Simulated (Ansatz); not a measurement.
Born–Oppenheimer molecular dynamics of CH8BNO3 (14 atoms, charge 0, multiplicity 1). It starts at the highest image of a converged band. Of that band: Beside the main top the profile has a ripple of under 15 meV (maxima at images 5, 8), which may be a very shallow well or noise. Neighbouring images differ by up to 1.6 eV, so the band resolves the path poorly. A vibrational analysis at the climbing image gives one clearly imaginary mode, 1762i cm⁻¹: a first-order saddle point.

Method: RHF/cc-pVDZ in Ansatz.

- ensemble: NVE (velocity Verlet)
- time step: 0.5 fs
- steps asked: 200
- starting velocities drawn for: 300 K
- seed: 9794

First frame:

```xyz
14
Properties=species:S:1:pos:R:3
B -0.580 0.319 -0.553
N 0.418 0.312 0.666
C 0.598 -0.897 1.457
O -1.256 -0.857 -0.883
O -1.317 1.504 -0.578
H 1.118 0.517 -0.416
O 0.785 0.466 -1.543
H 0.257 1.112 1.253
H 0.874 -1.727 0.806
H -0.315 -1.178 1.987
H 1.400 -0.764 2.184
H -0.695 -1.506 -1.275
H -2.093 1.403 -1.106
H 0.807 1.296 -2.000
```

Problem. How far do the bonds stretch over the last three quarters of this one trajectory? (Pairs bonded in most of those frames.)

Solution. 
```json
{"bond": "B1–N2", "mean (Å)": "1.424", "spread (Å)": "0.013", "shortest": "1.41", "longest": "1.45"}
{"bond": "B1–O4", "mean (Å)": "1.377", "spread (Å)": "0.023", "shortest": "1.33", "longest": "1.43"}
{"bond": "B1–O5", "mean (Å)": "1.371", "spread (Å)": "0.022", "shortest": "1.33", "longest": "1.41"}
{"bond": "N2–C3", "mean (Å)": "1.456", "spread (Å)": "0.029", "shortest": "1.40", "longest": "1.51"}
{"bond": "N2–H8", "mean (Å)": "1.003", "spread (Å)": "0.030", "shortest": "0.96", "longest": "1.05"}
{"bond": "C3–H9", "mean (Å)": "1.100", "spread (Å)": "0.037", "shortest": "1.04", "longest": "1.15"}
{"bond": "C3–H10", "mean (Å)": "1.097", "spread (Å)": "0.019", "shortest": "1.06", "longest": "1.13"}
{"bond": "C3–H11", "mean (Å)": "1.095", "spread (Å)": "0.030", "shortest": "1.04", "longest": "1.14"}
{"bond": "O4–H12", "mean (Å)": "0.943", "spread (Å)": "0.005", "shortest": "0.94", "longest": "0.95"}
{"bond": "O5–H13", "mean (Å)": "0.946", "spread (Å)": "0.003", "shortest": "0.94", "longest": "0.95"}
{"bond": "H6–O7", "mean (Å)": "0.954", "spread (Å)": "0.039", "shortest": "0.89", "longest": "1.01"}
{"bond": "O7–H14", "mean (Å)": "0.949", "spread (Å)": "0.011", "shortest": "0.93", "longest": "0.97"}
```

Mean temperature of the second half: 907 K. The conserved energy stayed within 0.36 meV per atom of its start (net change 0.19 meV per atom), so the integration is sound. The system heated up, since it started high on the potential surface and ran downhill. A run of 0.1 ps of so small a system gives no equilibrium averages. The orbitals stay closed-shell, which can raise the energy where a bond breaks towards radicals; this wasn't checked here.

Run time: 6.8 min on 2 threads of Arm Neoverse V1, on a shared host, peak memory 0.27 GiB.
